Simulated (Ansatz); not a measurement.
Born–Oppenheimer molecular dynamics of ClH9OSi3 (14 atoms, charge 0, multiplicity 1). It starts at the highest image of a converged band. Of that band: Neighbouring images differ by up to 2.1 eV, so the band resolves the path poorly. A vibrational analysis at the climbing image gives one clearly imaginary mode, 772i cm⁻¹: a first-order saddle point.

Method: Ansatz 0.2.0, RKS PBE0-D4/cc-pVDZ.

```
ensemble                      : NVE (velocity Verlet)
time step                     : 0.5 fs
steps asked                   : 200
starting velocities drawn for : 300 K
seed                          : 8570
```

First frame:

```xyz
14
Properties=species:S:1:pos:R:3
Si 0.052 -0.328 0.107
Si 0.202 0.267 2.783
H -1.012 0.226 3.680
H 1.406 0.044 3.665
H 0.307 1.697 2.308
H 1.379 0.332 0.012
H -1.205 0.463 0.164
Cl -0.111 -1.127 -1.895
O 0.018 -2.002 0.813
Si -0.171 -3.648 0.210
H 0.984 -3.960 -0.673
H -0.140 -4.450 1.468
H -1.486 -3.750 -0.477
H 0.084 -1.504 1.785
```

**Question.** How far do the bonds stretch over the last three quarters of this one trajectory? (Pairs bonded in most of those frames.)

**Answer.** 
| bond | mean (Å) | spread (Å) | shortest | longest |
| --- | --- | --- | --- | --- |
| Si1–Si2 | 2.397 | 0.075 | 2.29 | 2.52 |
| Si1–H6 | 1.503 | 0.021 | 1.47 | 1.54 |
| Si1–H7 | 1.504 | 0.020 | 1.47 | 1.54 |
| Si1–Cl8 | 2.210 | 0.106 | 2.05 | 2.35 |
| Si2–H3 | 1.509 | 0.045 | 1.44 | 1.59 |
| Si2–H4 | 1.505 | 0.013 | 1.48 | 1.53 |
| Si2–H5 | 1.508 | 0.014 | 1.48 | 1.54 |
| O9–Si10 | 1.752 | 0.043 | 1.69 | 1.82 |
| O9–H14 | 0.969 | 0.010 | 0.95 | 0.99 |
| Si10–H11 | 1.497 | 0.046 | 1.42 | 1.57 |
| Si10–H12 | 1.506 | 0.017 | 1.47 | 1.54 |
| Si10–H13 | 1.487 | 0.006 | 1.48 | 1.50 |

Pairs bonded in part of these frames only: Si1–O9 34 %.

Mean temperature of the second half: 589 K. The conserved energy stayed within 0.085 meV per atom of its start (net change 0.047 meV per atom), so the integration is sound. The kinetic energy rose, since the run started high on the potential surface and went downhill. It ends in pieces (ClH5Si2 + H4OSi), so much of that is their flight and rotation, not heat. A run of 0.1 ps of so small a system gives no equilibrium averages. The orbitals stay closed-shell, which can raise the energy where a bond breaks towards radicals; this wasn't checked here.

The run took 7.7 min on 4 threads of Arm Neoverse V2, on a shared host, peak memory 0.39 GiB.
